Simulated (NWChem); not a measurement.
System: C₄H₅N; SMILES C#C/C=N/C

Here is an NWChem input.

```
start job
memory heap 200 mb stack 900 mb global 1100 mb
geometry units angstroms noautoz
  C     -0.171840     2.609585     0.000000
  C      0.057388     1.418703     0.000000
  C      0.402667     0.028008     0.000000
  N     -0.473133    -0.891580     0.000000
  C     -0.022024    -2.249939     0.000000
  H     -0.394641     3.660988     0.000000
  H      1.491101    -0.192372     0.000000
  H     -0.434598    -2.770199    -0.880330
  H      1.080477    -2.366953     0.000000
  H     -0.434598    -2.770199     0.880330
end
basis spherical
  * library def2-tzvp
end
dft
  xc xctpssh
  iterations 150
  semidirect filesize 400000000
  mulliken
end
task dft energy
```

Output (shortened):

```
             Northwest Computational Chemistry Package (NWChem) 7.3.0
             --------------------------------------------------------

 CS  symmetry detected

                             Geometry "geometry" -> ""
                             -------------------------

 Output coordinates in angstroms (scale by  1.889725989 to convert to a.u.)

  No.       Tag          Charge          X              Y              Z
 ---- ---------------- ---------- -------------- -------------- --------------
    1 C                    6.0000    -0.16677273     2.60479449     0.00000000
    2 C                    6.0000     0.06530703     1.41446495     0.00000000
    3 C                    6.0000     0.41391604     0.02460096     0.00000000
    4 N                    7.0000    -0.45967884    -0.89708213     0.00000000
    5 C                    6.0000    -0.00531758    -2.25435673     0.00000000
    6 H                    1.0000    -0.39209142     3.65566082     0.00000000
    7 H                    1.0000     1.50287477    -0.19317138     0.00000000
    8 H                    1.0000    -0.41664427    -2.77560344    -0.88033000
    9 H                    1.0000     1.09746053    -2.36872968     0.00000000
   10 H                    1.0000    -0.41664427    -2.77560344     0.88033000

 Effective nuclear repulsion energy (a.u.)     140.3014396491

      Symmetry information
      --------------------

 Group name             Cs
 Group number              2
 Group order               2
 No. of unique centers     9

                                 NWChem DFT Module
                                 -----------------

 Summary of "ao basis" -> "ao basis" (spherical)
 ------------------------------------------------------------------------------
       Tag                 Description            Shells   Functions and Types
 ---------------- ------------------------------  ------  ---------------------
 C                         def2-tzvp                11       31   5s3p2d1f
 N                         def2-tzvp                11       31   5s3p2d1f
 H                         def2-tzvp                 4        6   3s1p

      Symmetry analysis of basis
      --------------------------

        a'        126
        a"         59

            General Information
            -------------------
          SCF calculation type: DFT
          Wavefunction type:  closed shell.
          No. of atoms     :    10
          No. of electrons :    36
           Alpha electrons :    18
            Beta electrons :    18
          Charge           :     0
          Spin multiplicity:     1
          Use of symmetry is: on ; symmetry adaption is: on
          Maximum number of iterations: 150
          AO basis - number of functions:   185
                     number of shells:    75
          Convergence on energy requested:  1.00D-06
          Convergence on density requested:  1.00D-05
          Convergence on gradient requested:  5.00D-04

              XC Information
              --------------
                  TPSS hybrid Method XC Functional
                     Hartree-Fock (Exact) Exchange  0.100
                  TPSS metaGGA Exchange Functional  0.900
             TPSS03 metaGGA Correlation Functional  1.000

             Grid Information
             ----------------
          Grid used for XC integration:  medium
          Radial quadrature: Mura-Knowles
          Angular quadrature: Lebedev.
          Tag              B.-S. Rad. Rad. Pts. Rad. Cut. Ang. Pts.
          ---              ---------- --------- --------- ---------
          C                   0.70       49          14.0       434
          N                   0.65       49          12.0       434
          H                   0.35       45          15.0       434
          Grid pruning is: on
          Number of quadrature shells:   425
          Spatial weights used:  Erf1

      Superposition of Atomic Density Guess
      -------------------------------------

 Sum of atomic energies:        -207.49591062

      Non-variational initial energy
      ------------------------------

 Total energy =    -210.334634
 1-e energy   =    -555.391139
 2-e energy   =     204.755065
 HOMO         =      -0.321073
 LUMO         =      -0.060834

      Symmetry analysis of molecular orbitals - initial
      -------------------------------------------------

  Numbering of irreducible representations:

     1 a'          2 a"

  Orbital symmetries:

     1 a'          2 a'          3 a'          4 a'          5 a'
     6 a'          7 a'          8 a'          9 a'         10 a'
    11 a'         12 a'         13 a"         14 a'         15 a"
    16 a'         17 a'         18 a"         19 a"         20 a'
    21 a'         22 a'         23 a"         24 a'         25 a'
    26 a"         27 a'         28 a'

------------------------------------------------------------
EAF file 0: "./job.aoints.0" size=318767104 bytes
------------------------------------------------------------
               write      read    awrite     aread      wait
               -----      ----    ------     -----      ----
     calls:      608         0         0         0         0
   data(b): 3.19e+08  0.00e+00  0.00e+00  0.00e+00
   time(s): 0.00e+00  0.00e+00  0.00e+00  0.00e+00  0.00e+00
rate(mb/s): 0.00e+00  0.00e+00
------------------------------------------------------------

     ---------------------------------------------
      Total Density - Mulliken Population Analysis
     ---------------------------------------------

[...]
```

Level: TPSSh/def2-TZVP. Coordinates come from a PBE0/def2-SVP optimisation.
